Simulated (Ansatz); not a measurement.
`F[SiH](F)[NH][GeH3]` + `O[SiH](O)O` → `O[SiH](O)[O][GeH3]` + `N[SiH](F)F`  (ligand exchange at a Ge–N bond)

Computed with Ansatz on PBE0-D4/def2-TZVP structures; ΔE is electronic, products minus reactants. CCSD(T)/CBS is the MP2 limit (def2-TZVPP, def2-QZVPP) plus CCSD(T) − MP2 in def2-TZVPP, frozen cores. This one scheme is used for every species. DFT in def2-TZVPP. For Ge outer-core shells are correlated without core-valence functions, which leaves a few kJ/mol of doubt a bond. Scalar relativity is left out up to krypton. Each species was taken in one conformer, which may not be the lowest.

```tsv
level	ΔE (kJ/mol)
r2SCAN	-28.2
PBE0	-25.3
CCSD/def2-TZVPP	-27.1
HF/def2-QZVPP	-37.2
```

What does CCSD(T)/CBS give? (Best estimate.)

Ansatz gave: -25.4 kJ/mol. The listed levels differ from it by -2.8, 0.1, -1.7, -11.8 kJ/mol.

Largest T1 diagnostic among the species: 0.012.

In def2-TZVPP, CCSD(T) changes the Hartree–Fock value by +9.9 kJ/mol (the triples alone add +0.8 kJ/mol) and MP2 by +10.4 kJ/mol.
